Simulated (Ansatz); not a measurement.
Other settings, tried on Si₂Au₄⁻ (the lowest doublet isomer of a short search).

```yaml
crystal:
  periodic: [false, false, false]
  atoms:
    - {symbol: Au, position_ang: [-0.938427, -1.449577, -0.291932]}
    - {symbol: Au, position_ang: [-0.204985, 1.985785, -1.701447]}
    - {symbol: Au, position_ang: [-1.919523, -3.816102, -0.728252]}
    - {symbol: Au, position_ang: [2.387766, 0.788321, 0.569089]}
    - {symbol: Si, position_ang: [-0.069231, 0.621388, 0.178003]}
    - {symbol: Si, position_ang: [0.744389, 1.870195, 1.974540]}
basis:
  gaussian: {orbitals: def2-TZVPD}
total_charge: -1
magnetization: {spin_polarized: true, initial_magnetization: 1}
hamiltonian: {xc: {name: BHLYP}}
scf: {omitted_lower_state_checks: [starts]}
```

```sh
$ ansatz run in.yaml --threads 4 --pin off --events-out ev --progress --plain --max-ram 4787MiB
```

Output, abridged:

```
Functional definition: BHLYP
2546 factors; their error is unknown
mean field evaluation 1: about -30517.1765 eV, gradient 1.6e1 eV
mean field evaluation 2: about -30516.7227 eV, gradient 2.2e1 eV
mean field evaluation 4: about -30518.6130 eV, gradient 1.8e0 eV
mean field evaluation 8: about -30518.6330 eV, gradient 1.2e-1 eV
mean field evaluation 16: about -30518.9576 eV, gradient 2.1e-3 eV
mean field -30518.95755272 eV, -1121.5510035701 hartree, gradient 3.8e-5 eV, S^2 0.770859; 0 other end points of the search recorded, 0 dependent functions left out
reference -30518.95773584 eV, -1121.5510102996 hartree; 53, 52 occupied and 205, 206 virtual orbitals, 2546 factors
Total energy: -30518.95773584 eV, -1121.5510102996 hartree
Checks for a lower state left out: starts
```

Run time 31 s (4 threads of Arm Neoverse V1 on a shared host), peak host memory 1.2 GiB.

In the def2 sets Au takes a core potential; there is no spin–orbit coupling.
